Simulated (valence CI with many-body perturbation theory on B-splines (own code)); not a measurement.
# From CI to CI+MBPT in Gd41+

Computed by configuration interaction combined with many-body perturbation theory (CI+MBPT): five valence electrons over a frozen Dirac-Fock core [Ar], radial functions for each j: 7 s, 7 p, 8 d, 6 f, 4 g, 1 h, with the one-electron correlation potential Σ1, the two-electron term Σ2, the three-electron term Σ3, Breit, model QED; selected CI, second order for the rest (own B-spline code, finite nucleus).

The last digits are not significant, and no measured levels were compared; by estimate large intervals hold to a few tenths of a per cent, small ones and those within an open d or f shell to about a per cent. Only levels of the ground parity were solved; by the run's estimate the other parity begins above the list, which can be wrong where configurations are misplaced.

Each rung adds one term. CI alone is the Dirac-Coulomb CI over the frozen core; QED comes last and gives the full result, which names the levels. Energies are above (3d3/2^4 3d5/2) J=5/2 on the same rung, in eV.

Levels are named by their leading jj configuration (3d3/2^4 stands for four electrons in 3d with j = 3/2), which in mixed levels can hold well under half, so a name can repeat and another be missing. Letters in brackets count levels of one name in rising energy.

| Level | CI alone | Σ1 | Σ2 | Σ3 | Breit | QED | Full |
| --- | --- | --- | --- | --- | --- | --- | --- |
| (3d3/2^3 3d5/2^2) J=5/2 [a] | 25.198 | +0.1575 | +0.4905 | +0.1658 | -0.7554 | +0.0899 | 25.346 |
| (3d3/2^3 3d5/2^2) J=7/2 [a] | 36.074 | +0.1639 | +0.2637 | +0.0947 | -1.1713 | +0.0895 | 35.515 |
| (3d3/2^3 3d5/2^2) J=3/2 [a] | 36.985 | +0.1658 | +0.0300 | +0.0169 | -0.6440 | +0.0902 | 36.644 |
| (3d3/2^3 3d5/2^2) J=11/2 | 38.072 | +0.1666 | +0.6422 | -0.0484 | -2.0635 | +0.0906 | 36.860 |
| (3d3/2^3 3d5/2^2) J=9/2 | 41.674 | +0.1747 | +0.3101 | +0.0596 | -1.5749 | +0.0940 | 40.738 |
| (3d3/2^3 3d5/2^2) J=5/2 [b] | 43.822 | +0.1849 | -0.0449 | +0.1407 | -1.1874 | +0.0990 | 43.014 |
| (3d3/2^3 3d5/2^2) J=1/2 | 45.397 | +0.1921 | -0.1628 | +0.0890 | -0.8607 | +0.1032 | 44.758 |
| (3d3/2^3 3d5/2^2) J=7/2 [b] | 48.650 | +0.1770 | -0.1254 | -0.0589 | -1.2102 | +0.0925 | 47.525 |
| (3d3/2^3 3d5/2^2) J=3/2 [b] | 59.191 | +0.2128 | -0.2664 | +0.1217 | -0.8265 | +0.1111 | 58.544 |
| (3d3/2^2 3d5/2^3) J=5/2 [a] | 60.747 | +0.3155 | +0.5576 | +0.1620 | -1.5080 | +0.1765 | 60.450 |
| (3d3/2^2 3d5/2^3) J=7/2 [a] | 67.543 | +0.3354 | +0.5014 | +0.1434 | -2.0421 | +0.1859 | 66.668 |
| (3d3/2^2 3d5/2^3) J=11/2 | 68.711 | +0.3370 | +1.024 | +0.0123 | -2.8477 | +0.1861 | 67.423 |
| (3d3/2^2 3d5/2^3) J=9/2 [a] | 70.436 | +0.3344 | +0.6009 | +0.0925 | -2.4899 | +0.1841 | 69.158 |
| (3d3/2^2 3d5/2^3) J=13/2 | 73.762 | +0.3425 | +1.157 | -0.0785 | -3.6146 | +0.1877 | 71.757 |
| (3d3/2^2 3d5/2^3) J=1/2 [a] | 72.495 | +0.3460 | +0.1590 | +0.1817 | -1.4977 | +0.1903 | 71.875 |
| (3d3/2^2 3d5/2^3) J=3/2 [a] | 73.715 | +0.3452 | +0.3160 | +0.0716 | -1.5747 | +0.1895 | 73.063 |
| (3d3/2^2 3d5/2^3) J=5/2 [b] | 75.635 | +0.3425 | +0.1802 | +0.1294 | -1.9441 | +0.1867 | 74.530 |
| (3d3/2^2 3d5/2^3) J=9/2 [b] | 80.258 | +0.3465 | +0.5528 | -0.0212 | -2.3761 | +0.1880 | 78.948 |
| (3d3/2^2 3d5/2^3) J=7/2 [b] | 82.785 | +0.3489 | +0.0686 | +0.0922 | -2.4977 | +0.1878 | 80.984 |

The middle columns are the shifts that each term adds.

(1) How does the ionisation energy move along the ladder, and which term matters most?

Answers

(1) CI alone 3147.9, + Σ1 3150.2, + Σ2 3160.6, + Σ3 3160.9, + Breit 3159.9, + QED 3159.9 eV. The largest step is Σ2, 10.4 eV. NIST lists 3160 ± 4 eV (theoretical).
